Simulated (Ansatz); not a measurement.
(KBr)2 ring (K₂Br₂). Total charge 0; triplet. Geometry B3LYP-D4/def2-SVP, that of the neutral singlet; atoms count from 1.

```xyz
4

K    -1.356    1.493    0.237
Br   -0.344    0.045   -2.255
K     1.356   -1.493   -0.237
Br    0.344   -0.045    2.255
```

At PBE0-D4/def2-TZVP a singlet of charge 0 lies 4.93 eV below the triplet at the same geometry.

Estimate the Mulliken populations from the PBE0/def2-TZVP orbitals of Ansatz.


```csv
atom,charge (e),spin (α − β)
K1,0.35,0.49
Br2,-0.35,0.51
K3,0.35,0.49
Br4,-0.35,0.51
```
Mulliken values and Mayer orders depend strongly on the basis.

Where does the spin sit?

Summed by element: K 0.98, Br 1.02, of 2 unpaired in all. Largest on single atoms: Br2 0.51, Br4 0.51, K1 0.49.

And the Mayer bond orders between bonded heavy atoms (over 0.3)?

K1–K3 0.48 (4.06 Å). Values over 0.3 also appear between atoms too far apart for a bond (Br2–Br4 0.47 at 4.56 Å); they arise where an orbital or an unpaired electron spreads over both atoms.
